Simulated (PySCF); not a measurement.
SMILES c1c(cccc1[Si](F)(F)F)C at its GFN2-xTB optimised geometry (Å):

```
18

C     -2.2266    -1.8906     0.0093
C     -1.4533    -0.6079     0.0000
C     -2.1203     0.6127     0.0008
C     -1.4143     1.8018    -0.0005
C     -0.0316     1.7904    -0.0008
C      0.6649     0.5812     0.0000
Si     2.5271     0.5504     0.0098
F      3.2024     0.6120     1.4484
F      3.1487    -0.7588    -0.6411
F      3.2008     1.7587    -0.7707
C     -0.0671    -0.6079     0.0000
H     -2.7330    -2.0152     0.9662
H     -2.9866    -1.8837    -0.7701
H     -1.5709    -2.7429    -0.1468
H     -3.2008     0.6269     0.0001
H     -1.9440     2.7429    -0.0025
H      0.5138     2.7222    -0.0057
H      0.4601    -1.5512    -0.0040
```

Calculation: PBE0/def2-SVP (PySCF 2.14.0). Cells within 0.4 Å of a nucleus heavier than hydrogen are left out (blank, or x).

Map of the electrostatic potential (hartree/e), clipped to [-0.08, 0.12] on the plane z = 0.0 Å:

```
|222222222222222222222111111|
|222222223322222222222111111|
|222223333333333322221111111|
|222233333333333332221111111|
|222333345543345443221111111|
|223333479964479953221100111|
|223333599997799984321000011|
|233333599999999995432100001|
|3333345999x99x9987889720001|
|333345699xx99x9999999951001|
|333479999999999999999983111|
|33459999x99999xx999x9994211|
|33459999x99999xx999x9995211|
|333479999999999999999994211|
|333445799xx99x9999999962111|
|333345799xx99x9988999940001|
|333345999999999975448610001|
|3333479xx999999984211000001|
|2333479xx996599953210000011|
|233335999998556543211000111|
|223333589998444332211111111|
|222233346995433322221111111|
|222222333444333222221111111|
|222222223333332222222111111|
|222222222333222222222111111|
|222222222222222222222211111|
|222222222222222222222221111|
```
Scale: ten equal steps from -0.034 (start of '0') to 0.120 (end of '9'), in the order '0123456789'; x runs from -5.50 to 5.50, y from -5.50 (bottom) to 5.50 (top).
